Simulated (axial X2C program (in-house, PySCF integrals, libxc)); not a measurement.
ScH: from the spin-free to the two-component result

Computed with an in-house relativistic program for diatomic molecules. Spin-free means the one-electron spin-free X2C Hamiltonian; two-component (2c) means X2C with spin–orbit coupling and atomic mean-field two-electron Coulomb and Gaunt terms, so the difference of the two also holds small scalar two-electron terms. Basis: Sc dyall-cv3z [10s11p7d5f2g], H dyall-v3z [6s2p1d] (cores contracted in-house); Gaussian nuclei, density fitting, unrestricted open shells. Masses: Sc 44.956 u, H 1.008 u.

Spin-free state: M_S = 1, Λ = 2 (beyond evenly filled blocks: σα, δ+α); fragments Sc + H.

| level | Re (Å) | ωe (cm⁻¹) | De (eV) | μ (D) |
| --- | --- | --- | --- | --- |
| PBE0 | 1.849 | 1480.7 | 2.274 | -2.69 |
| HF | 1.935 | 1425.6 | 1.792 | -2.11 |
| MP2 | 1.874 | 1467.1 | 1.917 | n/a |
| CCSD | 1.889 | 1442.3 | 2.048 | n/a |
| CCSD(T) | 1.885 | 1442.6 | 2.003 | n/a |

Correlated methods: 12 electrons correlated (number of frozen shells: Sc 2 s, 1 p; H none), 234 virtual spin orbitals or spinors in MP2, 90 natural virtuals in coupled cluster.

Dipoles are positive if H is the positive end.

Two-component determinant lowest at the distance of the search:

Ω = 1 (⟨Sz⟩ = -1.00, ⟨Lz⟩ = 2.00 at HF); fragments Sc + H.

```json
{"level": "PBE0", "Re (Å)": "1.849", "ωe (cm⁻¹)": "1480.4", "De (eV)": "2.283", "μ (D)": "-2.70"}
{"level": "HF", "Re (Å)": "1.935", "ωe (cm⁻¹)": "1425.3", "De (eV)": "1.793", "μ (D)": "-2.11"}
{"level": "MP2", "Re (Å)": "1.874", "ωe (cm⁻¹)": "1466.7", "De (eV)": "n/a", "μ (D)": "n/a"}
{"level": "CCSD", "Re (Å)": "1.889", "ωe (cm⁻¹)": "1441.9", "De (eV)": "2.050", "μ (D)": "n/a"}
{"level": "CCSD(T)", "Re (Å)": "1.885", "ωe (cm⁻¹)": "1442.2", "De (eV)": "2.005", "μ (D)": "n/a"}
```

Question: From the two tables, how do the constants change at the CCSD(T) level (2c against spin-free)?

Answer: At the CCSD(T) level Re is unchanged within 0.001 Å and ωe drops by 0.4 cm⁻¹; De changes by 0.002 eV.

Occupations by symmetry block were frozen at the best pattern of an incomplete PBE0 search. Dissociation energies refer to the lowest single-determinant-based atoms at the same level and basis. De is not given where an atomic determinant may have missed its ground term or J level, or where the truncated virtual space spoils (T). Density functionals use the spin component along the axis (collinear). CCSD and (T) use frozen natural virtuals with an MP2 correction for the truncation; (T) itself is uncorrected, so its De runs slightly low. The 2c atoms are single determinants rather than J levels; their spin–orbit lowering is only partly caught, and De is too large by that part. This holds for PBE0. PBE0 can misorder states that lie within some tenths of an eV, so this need not be the ground state of the molecule. The nearest other spin-free determinant of the search, M_S = 0, Λ = 0, lies 0.08 eV up at the distance of the search. The functionals have no current-density term, which raises determinants with orbital currents, atoms included. With several unpaired electrons one determinant need not be a pure state.
